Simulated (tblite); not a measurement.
What does the GFN2-xTB structure of `F[C@H]1[SiH2]C[Si@@H](P)C[SiH2]1` look like in three dimensions?

Z-matrix in Å and degrees, rows numbered from 1:
```
F 
C   1  1.4059
Si  2  1.9152  1  107.40
C   3  1.8953  2  107.40  1    65.24
Si  4  1.9049  3  114.18  2    53.79
P   5  2.2550  4  107.43  3  -170.62
C   5  1.9050  4  110.60  3   -54.06
Si  7  1.8958  5  114.86  4    52.92
H   2  1.0936  1  104.57  3  -116.92
H   3  1.4671  2  107.21  1  -174.90
H   3  1.4669  2  109.06  1   -55.09
H   4  1.0909  3  108.79  2   -67.42
H   4  1.0890  3  109.36  2   177.15
H   5  1.4776  4  109.19  3    66.19
H   6  1.3830  5   95.01  4   -73.26
H   6  1.3833  5   94.94  4  -166.13
H   7  1.0908  5  108.12  4   -68.61
H   7  1.0890  5  109.70  4   176.30
H   8  1.4674  2  107.17  1   173.36
H   8  1.4671  2  108.88  1    53.65
```

The 6 C–Si bonds span 1.895 Å (Si3–C4, drawn single) to 1.916 Å (C2–Si8, drawn single), a spread of 0.021 Å. Si3 (SiH2 silicon) is tetrahedral (angles from 107.2° to 111.4°). P6 (three-coordinate phosphorus) is pyramidal (angles 95.0°, 94.9° and 92.4°, sum 282.4°, 0.84 Å off the plane of its three neighbours). Si5 (SiH silicon) is distorted tetrahedral (angles from 107.1° to 113.3°).

Computed geometry: GFN2-xTB, gas phase.

Its GFN2-xTB frequencies are all real (lowest 44 cm⁻¹). The numbers are those of one conformer (C4–Si5–P6–H -73° and -166°, F1–C2–Si3–C4 65°, C2–Si3–C4–Si5 54°, Si3–C4–Si5–P6 -171°, C4–Si5–C7–Si8 53°).
